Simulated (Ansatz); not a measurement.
Wavefunction ladder for CH₆ClNSi (`C[SiH](N)Cl`)

```tsv
atom	x (Å)	y (Å)	z (Å)
C1	0.239	-1.192	-0.714
Si2	0.183	0.584	-0.187
N3	-0.267	0.690	1.455
Cl4	-1.126	1.557	-1.480
H5	0.509	-1.270	-1.769
H6	0.973	-1.742	-0.120
H7	-0.738	-1.663	-0.584
H8	1.471	1.298	-0.339
H9	-1.059	0.168	1.796
H10	-0.185	1.570	1.940
```

Total charge 0; spin multiplicity 1. The structure was optimised at the PBE0-D4/def2-TZVP level. It is one conformer, not always the lowest. Frozen core, restricted reference, the Gaussian-basis code of Ansatz. CBS rows extrapolate triple and quadruple zeta; past MP2 they add the triple-zeta difference.

```tsv
basis	HF (Eh)	MP2 corr.
def2-SVP	-844.03493	-0.54633
def2-TZVPP	-844.41417	-0.70671
def2-QZVPP	-844.44106	-0.76322
```

Problem. Estimate the CCSD correlation energy and the (T) correction in each basis where they were run (hartree).

Solution. 
```csv
basis,CCSD corr.,(T)
def2-SVP,-0.59642,-0.01444
def2-TZVPP,-0.75472,-0.02919
CBS(def2),-0.85309,as TZ
```
